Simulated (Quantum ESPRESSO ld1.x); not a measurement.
The numbers below are computed, except where a source is named.
Task: The aim is the fluorine ion F3+ in [He] 2s2 2p2. This ld1.x (Quantum ESPRESSO 7.5) run was made with `OMP_NUM_THREADS=1 ld1.x < ld1.in > ld1.out`. Can the result be used? Name any fault.

```
 &input
    zed=9.0,
    iswitch=1,
    rel=0,
    dft='PZ',
    config='[He] 2s2 2p2',
    verbosity='high',
    rmax=4.0,
    prefix='ld1',
    max_out_wfc=37,
    file_charge='ld1.rho',
 /
```

Output (excerpt):

```
     Program LD1 v.7.5 starts

     --------------------------- All-electron run ----------------------------

     atomic number is  9.00
     dft =PZ   lsd =0 sic =0 latt =0  beta=0.20 tr2=1.0E-14
     Exchange-correlation= PZ
                           (   1   1   0   0   0   0   0)
     mesh =1323 r(mesh) =   3.97004 a.u. xmin = -7.00 dx = 0.00800
     1 Ry =  13.60569312 eV

     n l     nl                  e(Ry)          e(Ha)          e(eV)
     1 0     1S 1( 2.00)     -54.100225423     -27.050112711   -736.0710650
     2 0     2S 1( 2.00)      -6.661969547      -3.330984774    -90.6407133
     2 1     2P 1( 2.00)      -5.353635960      -2.676817980    -72.8399280

     final scf error:  2.6E-15 reached in  23 iterations

     Etot =    -189.455777 Ry,     -94.727889 Ha,   -2577.677165 eV

     Ekin =     188.840574 Ry,      94.420287 Ha,    2569.306902 eV
     Encl =    -424.956098 Ry,    -212.478049 Ha,   -5781.822257 eV
     Eh   =      62.198815 Ry,      31.099407 Ha,     846.257986 eV
     Exc  =     -15.539068 Ry,      -7.769534 Ha,    -211.419797 eV
```

Result: Yes, it can be used (harmless). The line at issue: rmax=4.0. The energy moves by less than 1e-5 hartree against the default mesh (-94.7279 hartree).
